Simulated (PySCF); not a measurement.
Molecule: 4-Bromopyridine (Brc1ccncc1, C₅H₄BrN).

Atom-mapped SMILES (the numbers label the heavy atoms): `[Br:1][c:2]1[cH:3][cH:4][n:5][cH:6][cH:7]1`; H(Xn) means a hydrogen on atom n.

Geometry PBE0-D3(BJ)/def2-SVP throughout; GIAO in PySCF 2.14.0 with density-fitted response routines, gas phase, one conformer, non-relativistic; equivalent atoms averaged; basis pcSseg-1.

For orientation, PBE0 gives these shifts δ (against HBr, TMS, NH3 at the same level): Br1 595.5, C4/C6 156.2, C2 153.3, C3/C7 132.8, N5 356.5, H(C4)/H(C6) 8.64, H(C3)/H(C7) 7.35 ppm.

A run gave: Br1 556.6, C4/C6 162.0, C2 155.6, C3/C7 137.3, N5 359.6, H(C4)/H(C6) 8.75, H(C3)/H(C7) 7.51 ppm (shifts δ (against HBr, TMS, NH3 at the same level)).

Task: Which functional was used in that run?
A. LC-wPBE
B. WP04
C. OPBE
D. B97-2

Result: A. Br1 tells them apart best: LC-wPBE gives 556.6, B97-2 gives 588.0, OPBE gives 631.7, WP04 gives 597.4 ppm.
